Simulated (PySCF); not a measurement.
# Ionisation energy of Hf²⁺ by level of theory

Hf²⁺ [Xe] 4f14 5d2 (3F) → Hf³⁺ [Xe] 4f14 5d1 (2D), as a difference of total energies. Computed with PySCF 2.14 in aug-cc-pwCVDZ-PP with ECP60MDF, with a scalar-relativistic core potential. Correlated levels: valence: 5s2 5p6 frozen; valence and next inner shell: nothing frozen outside the core potential. The calculations carry no spin-orbit coupling.

| method | ionisation energy (eV) | difference from reference (eV) |
| --- | --- | --- |
| UHF | 21.524 | -1.026 |
| LDA | 22.569 | +0.019 |
| PBE | 22.562 | +0.012 |
| PBE0 | 22.488 | -0.062 |
| r2SCAN | 22.445 | -0.105 |
| CAM-B3LYP | 22.445 | -0.105 |
| M06-L | 22.046 | -0.504 |
| wB97X | 22.009 | -0.541 |
| B2PLYP | 22.153 | -0.397 |
| MP2 (valence) | 21.610 | -0.940 |
| SCS-MP2 (valence) | 21.553 | -0.997 |
| MP2 (valence and next inner shell) | 21.914 | -0.636 |
| SCS-MP2 (valence and next inner shell) | 21.834 | -0.716 |

Reference: 22.55 ± 0.04 eV (theoretical estimate listed by NIST; NIST Atomic Spectra Database, ionization energies).

The reference lies between the lowest fine-structure levels, while these numbers refer to the centres of the terms.

Errors of the correlated levels include the incompleteness of this basis and the frozen core.
